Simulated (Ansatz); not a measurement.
```yaml
crystal:
  periodic: [false, false, false]
  atoms:
    - {symbol: C, position_ang: [-0.295456, -0.624225, -0.806376]}
    - {symbol: V, position_ang: [0.586854, 0.284722, 0.320574]}
    - {symbol: O, position_ang: [1.710221, -0.352556, 0.672119]}
    - {symbol: O, position_ang: [-0.503934, 0.337384, 1.897639]}
    - {symbol: Cl, position_ang: [0.724177, 2.474237, -0.430822]}
    - {symbol: H, position_ang: [-0.524269, -1.651862, -0.507377]}
    - {symbol: H, position_ang: [0.258998, -0.741391, -1.653735]}
    - {symbol: H, position_ang: [-1.324107, -0.501443, -1.103959]}
    - {symbol: H, position_ang: [-1.202050, 0.644860, 1.972489]}
basis:
  gaussian: {orbitals: def2-TZVPP}
total_charge: -1
magnetization: {spin_polarized: true, initial_magnetization: 1}
hamiltonian: {xc: {name: r2SCAN50}, dispersion: d4}
relax: {f_tol: 0.001, max_steps: 2}
output: {forces: true}
```

```sh
$ ansatz run in.yaml --threads 4 --pin off --events-out ev --progress --plain --max-ram 10444MiB
```

(1) How does Ansatz answer? (Estimate.)

Results:

(1) Computed: The run did not converge.
```
Functional definition: r2SCAN50
  name "r2SCAN50"
  cite "Bursch, Neugebauer, Ehlert & Grimme, J. Chem. Phys. 156, 134105 (2022) doi:10.1063/5.0086040"
  cite "Furness, Kaplan, Ning, Perdew & Sun, J. Phys. Chem. Lett. 11, 8208 (2020) doi:10.1021/acs.jpclett.0c02405"
  cite "Furness, Kaplan, Ning, Perdew & Sun, J. Phys. Chem. Lett. 11, 9248 (2020) doi:10.1021/acs.jpclett.0c03077"
  parent r2scan
  parameter a = 0.5
  parameter k0 = 0.174
  parameter k1 = 0.065
  parameter a1 = 4.9479
  exchange = (1 - a)*r2scan_x(k0 = k0, k1 = k1, a1 = a1) + a*exact_x
  correlation = r2scan_c
1726 factors; their error is unknown
mean field evaluation 1: about -43393.8501 eV, gradient 4.5e1 eV
mean field evaluation 2: about -43386.3960 eV, gradient 7.3e1 eV
mean field evaluation 4: about -43400.7740 eV, gradient 4.6e0 eV
mean field evaluation 8: about -43400.8597 eV, gradient 2.7e-1 eV
mean field evaluation 16: about -43401.1101 eV, gradient 1.7e-2 eV
mean field evaluation 32: about -43401.1102 eV, gradient 4.5e-5 eV
mean field -43401.11019451 eV, -1594.9613813191 hartree, gradient 5.8e-6 eV, S^2 0.756201; 2 other end points of the search recorded, 0 dependent functions left out
the calculation of the forces begins
reference -43401.11020373 eV, -1594.9613816582 hartree; 34, 33 occupied and 221, 222 virtual orbitals, 1726 factors
relax step   1: F+E_penalty+E_count = -43401.18716068 eV  Δ(F+E_penalty+E_count) = +0.000e0 eV  max|allowed force component| = 1.913e1 eV/Å  Δτ_max = 0.0000 Å  (93 SCF iters, accepted)
these checks for a lower state are left out or cut short: starts, cluster_reference, orbital_swaps, neighbouring_geometries, increment
1726 factors; their error is unknown
mean field -43406.00767842 eV, -1595.1413605330 hartree, gradient 1.3e-5 eV, S^2 0.760515; 0 other end points of the search recorded, 0 dependent functions left out
the calculation of the forces begins
reference -43406.00768759 eV, -1595.1413608701 hartree; 34, 33 occupied and 221, 222 virtual orbitals, 1726 factors
relax step   2: F+E_penalty+E_count = -43406.08274338 eV  Δ(F+E_penalty+E_count) = -4.896e0 eV  max|allowed force component| = 6.349e0 eV/Å  Δτ_max = 0.1952 Å  (79 SCF iters, accepted)
Error: geometry relaxation did not converge after 2 steps: max|allowed force component| = 6.35e0 eV/Å (threshold 1.0e-3). Raise `relax.max_steps` over both its present limit and 2, loosen `relax.f_tol`, or start from a geometry closer to equilibrium. Where this run's directory can be resumed (`checkpoint.write`), a resume goes on for up to `relax.max_steps` more
```

Scalar relativity is left out up to krypton.
